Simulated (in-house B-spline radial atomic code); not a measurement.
Results of a calculation; reference values are marked as such.
# Si V (Si4+) at several levels of theory

Ground configuration [He] 2s2 2p6. All numbers come from a B-spline radial code for spherical atoms, all electrons, at the radial basis limit. Mean-field, RPA, GW and linear-response runs are scalar-relativistic (one-electron X2C), no spin-orbit coupling, without Breit or QED terms, open shells spin-polarised at highest spin; the many-body runs on Dirac-Hartree-Fock orbitals are four-component, and their energies hold both.

**Ionisation energy.** The reference is 166.767 ± 0.003 eV (NIST, measured). It runs between the lowest fine-structure levels, while the runs without spin-orbit coupling give shell averages, so part of their difference is this splitting, and a close match can be a cancellation.

```csv
method,value (eV),minus reference (eV)
minus the highest LDA VWN5 level,148.57,-18.20
minus the highest PBE level,148.52,-18.24
G0W0 on PBE,166.61,-0.16
minus the highest r2SCAN level,150.43,-16.34
minus the highest PBE0 level,153.86,-12.90
G0W0 on PBE0,166.82,+0.05
minus the highest B3LYP (VWN-RPA) level,153.03,-13.74
minus the highest CAM-B3LYP level,155.01,-11.76
minus the highest LC-wPBE level,154.49,-12.28
minus the highest Hartree-Fock level,168.54,+1.77
G0W0 on Hartree-Fock,167.26,+0.49
Dirac-Fock + self-energy with TDHF screening (2p3/2),166.78,+0.01
```

**Question.** Which methods come closest, and which lies farthest off?

**Answer.** Closest: Dirac-Fock + self-energy with TDHF screening (2p3/2) (+0.01 eV) and G0W0 on PBE0 (+0.05 eV). Farthest: minus the highest PBE level (-18.24 eV). The TDHF-screened form was chosen among four for its agreement on 13 closed-shell atoms.

**Static dipole polarisability and C6** of two like species, by linear response (no reference value is at hand):

```csv
method,α (bohr³),C6 (hartree·bohr⁶)
LDA VWN5,0.1714,0.128
PBE,0.171,0.1275
PBE0,0.1684,0.1251
B3LYP (VWN-RPA),0.1691,0.1257
CAM-B3LYP,0.1694,0.1259
LC-wPBE,0.1711,0.1277
TDHF,0.1624,0.1195
relativistic RPA (four-component TDHF),0.1624,0.1194
```

**Question.** What mean excitation energy do α and C6 imply in London's formula C6 = (3/4) α² ω?

**Answer.** LDA VWN5: ω = 5.809 hartree; relativistic RPA (four-component TDHF): ω = 6.036 hartree. A method that puts the excitations lower gives a larger α and a smaller ω.

Run times on one thread of shared hosts: mean field, RPA, SOSEX and G0W0 on PBE, 1.1 s (Intel Xeon Platinum 8488C (Sapphire Rapids)); TDDFT with PBE, 0.2 s (Intel Xeon Platinum 8559C (Emerald Rapids)); removal energies by the self-energy, 3 s (Intel Xeon 6975P-C).
